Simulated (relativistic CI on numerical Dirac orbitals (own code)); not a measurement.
Cd7+: q coefficients and field-shift factors

These numbers are calculated, not measured: Dirac-Coulomb-Breit CI, orbitals from a KLI potential per configuration, derivatives by finite differences, unscaled Slater integrals, QED left out (own radial code, finite nucleus).

Configurations in the expansion (outside the closed core [Ar] 3d10): 4s2 4p6 4d5, 4s2 4p6 4d4 5s, 4s2 4p6 4d4 4f, 4s2 4p6 4d3 5s2, 4s2 4p4 4d7, 4s 4p6 4d6, 4p6 4d7. Levels of other configurations are missing.

With x = (α/α₀)² − 1 an excitation energy changes as ω = ω₀ + qx; K = 2q/ω₀ is the relative enhancement. Terms are leading LS components, so labels can repeat. The field-shift factor is F = δν/δ⟨r²⟩ for the transition from the lowest level.

Lowest level 4s2 4p6 4d5 6S_5/2.

```tsv
Level	ω₀ (cm⁻¹)	q (cm⁻¹)	K	F (GHz/fm²)
4s2 4p6 4d5 4P_5/2	35377.6	-6382	-0.361	0.00301
4s2 4p6 4d5 4G_5/2	37715.7	-1115	-0.0591	0.0692
4s2 4p6 4d5 4G_7/2	37821.9	-1177	-0.0623	0.0857
4s2 4p6 4d5 4P_3/2	37845.9	-2471	-0.131	0.0317
4s2 4p6 4d5 4G_11/2	38331.9	-79.98	-0.00417	0.0997
4s2 4p6 4d5 4G_9/2	38630.3	504.9	0.0261	0.106
4s2 4p6 4d5 4P_1/2	39336.5	-330.8	-0.0168	0.055
4s2 4p6 4d5 4D_7/2	44268.5	424.3	0.0192	0.0827
4s2 4p6 4d5 4D_1/2	46181.1	3229	0.14	0.115
4s2 4p6 4d5 4D_5/2	46465.5	2229	0.0959	0.109
4s2 4p6 4d5 4D_3/2	46964.1	4031	0.172	0.123
4s2 4p6 4d5 2D_5/2	54358.2	1508	0.0555	0.114
4s2 4p6 4d5 2I_11/2	55636.3	-1581	-0.0568	0.159
```

At this charge configurations can still be misplaced by up to about 7 % of their energy. Terms inside the open d or f shell come out 10 to 20 % too wide with unscaled integrals.
